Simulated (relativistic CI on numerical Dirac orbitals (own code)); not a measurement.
Radial parameters of Rh XXXVI

Computed by Dirac-Coulomb-Breit CI, separate exchange-only KLI orbitals for each configuration, model QED, unscaled Slater integrals (own radial code, finite nucleus).

Slater integrals F^k, G^k are unscaled and averaged over j, outside the closed core 1s2; ζ comes from projecting the Hamiltonian with its Breit term on Σ l·s of the shell.

- 2s2 2p5 3s: ζ(2p) = 797980, G^1(2p,3s) = 81207 cm⁻¹; <r>(2p) = 0.1196, <r^2>(2p) = 0.01736, <r>(3s) = 0.331, <r^2>(3s) = 0.1247 (bohr units).
- 2s2 2p5 3p: ζ(2p) = 797550, F^2(2p,3p) = 212460, G^0(2p,3p) = 84007, G^2(2p,3p) = 92785, ζ(3p) = 206710 cm⁻¹; <r>(2p) = 0.1196, <r^2>(2p) = 0.01738, <r>(3p) = 0.319, <r^2>(3p) = 0.1173 (bohr units).
- 2s2 2p5 3d: ζ(2p) = 798370, F^2(2p,3d) = 281490, G^1(2p,3d) = 266710, G^3(2p,3d) = 154300, ζ(3d) = 27821 cm⁻¹; <r>(2p) = 0.1197, <r^2>(2p) = 0.01739, <r>(3d) = 0.2791, <r^2>(3d) = 0.08957 (bohr units).

Averages of the first 10 configurations, taken without configuration mixing, which lowers the lowest level and can move excited configurations by several eV; other configurations of the list can lie among them:

```tsv
Configuration	Parity	States	Average energy above the lowest level (eV)
2s2 2p6	even	1	0.1
2s2 2p5 3s	odd	12	2839.2
2s2 2p5 3p	even	36	2937.9
2s2 2p5 3d	odd	60	3047.0
2s 2p6 3s	even	4	3185.0
2s 2p6 3p	odd	12	3281.0
2s 2p6 3d	even	20	3389.9
2s2 2p5 4s	odd	12	3851.8
2s2 2p5 4p	even	36	3892.2
2s2 2p5 4d	odd	60	3934.2
```
